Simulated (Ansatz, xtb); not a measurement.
Two isomers of C5H8FNO

Structure a is `OC1=NCCC[C@@H]1F`, a singlet and structure b is `OC1=C(F)CCCN1`, a singlet. Both are isolated molecules in the gas phase, relaxed with PBE0-D3(BJ)/def2-SVP, each in the lowest conformer that the search found.

Q: Which of the two would you expect CCSD(T)/def2-SVP + ΔMP2/def2-TZVPP electronic energies to favour?

A: Structure a; the calculation gives E(b) − E(a) = +13.5 kcal/mol.

How the difference moves with the method:

```
                             level              geometry  E(b) − E(a) (kcal/mol)  departure from the last row (kcal/mol)  job, with rough time for the two
                          GFN2-xTB              GFN2-xTB                      +8.3                                    −5.2              optimisation, 0.51 s
                         HF/STO-3G              GFN2-xTB                     +10.9                                    −2.6               single point, 2.3 s
                r2SCAN-D4/def2-SVP              GFN2-xTB                     +11.2                                    −2.3                single point, 14 s
              PBE0-D3(BJ)/def2-SVP  PBE0-D3(BJ)/def2-SVP                     +10.3                                    −3.2             optimisation, 2.6 min
                       HF/def2-SVP  PBE0-D3(BJ)/def2-SVP                     +13.1                                    −0.4           part of the CCSD(T) run
                      MP2/def2-SVP  PBE0-D3(BJ)/def2-SVP                     +13.7                                    +0.2           part of the CCSD(T) run
                  CCSD(T)/def2-SVP  PBE0-D3(BJ)/def2-SVP                     +13.9                                    +0.4                      single point
CCSD(T)/def2-SVP + ΔMP2/def2-TZVPP  PBE0-D3(BJ)/def2-SVP                     +13.5                                                     single point, 6.9 min
```

As drawn, b has 1 C=C, 1 C–N, 1 N–H in place of 1 C=N, 1 C–C, 1 C–H.

None of the levels shown reverses the order. The largest departure from CCSD(T)/def2-SVP + ΔMP2/def2-TZVPP is that of GFN2-xTB, 5.2 kcal/mol. The last row adds to CCSD(T) the change of the MP2 difference between the two basis sets, here −0.4 kcal/mol.

With thermal terms from frequencies at re-optimised GFN2-xTB minima (ideal gas, soft modes damped towards free rotors, one conformer each, 298.15 K, 1 atm): the zero-point term adds −0.3 kcal/mol; ΔH is +13.4 and ΔG +13.1 kcal/mol.

The correlated steps freeze 8 core orbitals. Mirror images aren't counted in ΔG. Programs: Ansatz 0.2.0, xtb 6.7.1; the last row on 2 threads of Intel(R) Xeon(R) Processor @ 2.50GHz (Skylake/Cascade Lake) on a shared host.
